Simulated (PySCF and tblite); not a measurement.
The numbers below are computed, except where a source is named.
C₄H₇F₃S, numbered as in [F:1][C:2]([F:3])([F:4])[CH2:5][CH2:6][CH2:7][SH:8].

The ensemble was built from 150 distance-geometry starts (ETKDG and KDG, MMFF94s, GFN2-xTB) and rests on GFN2-xTB geometries. Free energies are PBE0-D3(BJ)/pcSseg-1 single points with GFN2-xTB rigid-rotor and vibrational terms (modes under about 100 cm⁻¹ blended into free rotors). Symmetry numbers and mirror images are counted. Conformers within 3 kcal/mol (GFN2-xTB free energy) were kept, 10 at most. GIAO shieldings: PBE0/pcSseg-1. Shifts are against TMS (¹H), TMS (¹³C), CFCl3 (¹⁹F) at the same level. Codes: tblite and PySCF.

Torsions listed: C2–C5–C6–C7, C5–C6–C7–S8, C6–C7–S8–H8. Of a mirror pair one member is shown.

```
conformer             shape   symmetry  E(GFN2) kcal/mol  E(DFT) kcal/mol
        1  178°, -62°, -62°  C1 (pair)              0.00             0.00
        2   175°, 66°, -80°  C1 (pair)              1.11             0.52
        3   -64°, -59°, 89°  C1 (pair)              0.83             0.04
        4   179°, 176°, 62°  C1 (pair)              0.89             0.78
        5     81°, 63°, 66°  C1 (pair)              0.65             0.42
```

Not shown: 5 more, 19.4 % in all.

(1) How much do the weights at 298.15 K and the averaged shift of H5 depend on how the conformers are weighted?

For its torsions the set is small; conformers may be missing.

Answers

(1) 
| weighting | 1 (%) | 2 (%) | 3 (%) | 4 (%) | 5 (%) | δ (ppm) | rms dipole (D) |
| --- | --- | --- | --- | --- | --- | --- | --- |
| DFT energy with thermal terms, symmetry and mirror images (full scheme) | 32 | 14 | 12 | 12 | 10 | 2.33 | 2.19 |
| DFT energy with symmetry and mirror images | 28 | 12 | 26 | 7 | 14 | 2.39 | 2.13 |
| bare DFT energy | 28 | 12 | 26 | 7 | 14 | 2.39 | 2.13 |
| GFN2-xTB energy with symmetry and mirror images | 42 | 6 | 10 | 9 | 14 | 2.39 | 2.19 |
| GFN2-xTB free energy | 44 | 7 | 4 | 14 | 9 | 2.35 | 2.20 |
| leading conformer alone | 100 | 0 | 0 | 0 | 0 | 2.51 | 2.13 |
| equal weights | 10 | 10 | 10 | 10 | 10 | 2.28 | 2.22 |
| full scheme, search stopped after three starts | 95 | 0 | 0 | 0 | 0 | 2.49 | 2.11 |

The largest departure from the full scheme, 0.18 ppm, comes with: leading conformer alone.


Conformer gaps in pcSseg-1 on xTB geometries can be 2 kcal/mol off for S=O, P=O and other polar bonds.